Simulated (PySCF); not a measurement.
BFO, triplet, geometry from GFN2-xTB (a higher spin typed on purpose: for a closed-shell molecule this is an excited state); DF-PBE/aug-cc-pVDZ (PySCF).

The PySCF input:
```python
from pyscf import gto, scf, dft
import numpy

mol = gto.M(
    atom='''
F    -0.99621526    0.24724638    0.11745443
B     0.04267924   -0.54682470   -0.35213529
O     1.09406763    0.06361327    0.08794831
''',
    basis='aug-cc-pvdz',
    spin=2,
    verbose=4,
)
print('smallest overlap eigenvalue', numpy.linalg.eigvalsh(mol.intor('int1e_ovlp'))[0])

mf = dft.UKS(mol)
mf.xc = 'pbe'
mf = mf.density_fit(auxbasis='def2-universal-jkfit')
mf = scf.addons.remove_linear_dep_(mf, threshold=1e-5, lindep=1e-5)
mf.kernel()
```

It wrote (shortened):

```
PySCF version 2.14.0

[INPUT] verbose = 4
[INPUT] num. atoms = 3
[INPUT] num. electrons = 22
[INPUT] charge = 0
[INPUT] spin (= nelec alpha-beta = 2S) = 2
[INPUT] symmetry False subgroup None
[INPUT] Mole.unit = angstrom
[INPUT] Symbol           X                Y                Z      unit          X                Y                Z       unit  Magmom
[INPUT]  1 F     -0.996215260000   0.247246380000   0.117454430000 AA   -1.882574002512   0.467227943490   0.221956704817 Bohr   0.0
[INPUT]  2 B      0.042679240000  -0.546824700000  -0.352135290000 AA    0.080652074805  -1.033348921147  -0.665439256894 Bohr   0.0
[INPUT]  3 O      1.094067630000   0.063613270000   0.087948310000 AA    2.067488182452   0.120211658188   0.166198219018 Bohr   0.0

nuclear repulsion = 51.6662941874312
number of shells = 24
number of NR pGTOs = 105
number of NR cGTOs = 69
basis = aug-cc-pvdz
ecp = {}
input.py:19: DeprecationWarning: remove_linear_dep_ is deprecated and will be removed in a future release. Linear dependency handling is now built into the SCF procedure by default. Linear dependency removal can be controlled using the following settings:
  pyscf.scf.hf.remove_overlap_zero_eigenvalue = True
  pyscf.scf.hf.overlap_zero_eigenvalue_threshold = 1e-6

  mf = scf.addons.remove_linear_dep_(mf, threshold=1e-5, lindep=1e-5)
smallest overlap eigenvalue 0.0008120433298711001

******** <class 'pyscf.df.df_jk.DFUKS'> ********
method = DFUKS
initial guess = minao
damping factor = 0
level_shift factor = 0
DIIS = <class 'pyscf.scf.diis.CDIIS'>
diis_start_cycle = 1
diis_space = 8
diis_damp = 0
SCF conv_tol = 1e-09
SCF conv_tol_grad = None
SCF max_cycles = 50
direct_scf = False
number electrons alpha = 12  beta = 10
XC library pyscf.dft.libxc version 7.1.2
    S. Lehtola, C. Steigemann, M. J. T. Oliveira, and M. A. L. Marques,  SoftwareX 7, 1–5 (2018)
XC functionals = pbe
    J. P. Perdew, K. Burke, and M. Ernzerhof,  Phys. Rev. Lett. 77, 3865 (1996)
    J. P. Perdew, K. Burke, and M. Ernzerhof,  Phys. Rev. Lett. 78, 1396 (1997)
    J. P. Perdew, K. Burke, and M. Ernzerhof,  Phys. Rev. Lett. 77, 3865 (1996)
    J. P. Perdew, K. Burke, and M. Ernzerhof,  Phys. Rev. Lett. 78, 1396 (1997)
radial grids:
    Treutler-Ahlrichs [JCP 102, 346 (1995); DOI:10.1063/1.469408] (M4) radial grids

becke partition: Becke, JCP 88, 2547 (1988); DOI:10.1063/1.454033
pruning grids: <function nwchem_prune>
grids dens level: 3
symmetrized grids: False
atomic radii adjust function: <function treutler_atomic_radii_adjust>
small_rho_cutoff = 0
Set gradient conv threshold to 3.16228e-05
tot grids = 42392
init E= -199.929619897165

cycle= 1 E= -199.606690010601  delta_E= 0.323  |g|= 0.331  |ddm|= 1.47
cycle= 2 E= -199.350979976467  delta_E= 0.256  |g|= 0.83  |ddm|= 0.816

cycle= 3 E= -199.644076087961  delta_E= -0.293  |g|= 0.169  |ddm|= 0.625

cycle= 4 E= -199.651598136998  delta_E= -0.00752  |g|= 0.097  |ddm|= 0.168

cycle= 5 E= -199.655208988771  delta_E= -0.00361  |g|= 0.0068  |ddm|= 0.066

cycle= 6 E= -199.655234497133  delta_E= -2.55e-05  |g|= 0.00258  |ddm|= 0.0101

cycle= 7 E= -199.655237755482  delta_E= -3.26e-06  |g|= 0.000416  |ddm|= 0.00256

cycle= 8 E= -199.655237831302  delta_E= -7.58e-08  |g|= 9.06e-05  |ddm|= 0.000418

cycle= 9 E= -199.655237835894  delta_E= -4.59e-09  |g|= 2.3e-05  |ddm|= 0.00013

cycle= 10 E= -199.6552378362  delta_E= -3.06e-10  |g|= 6.85e-06  |ddm|= 3.01e-05

Extra cycle  E= -199.655237836192  delta_E= 7.67e-12  |g|= 8.46e-06  |ddm|= 1.02e-05
converged SCF energy = -199.655237836192  <S^2> = 2.0027471  2S+1 = 3.0018308
```
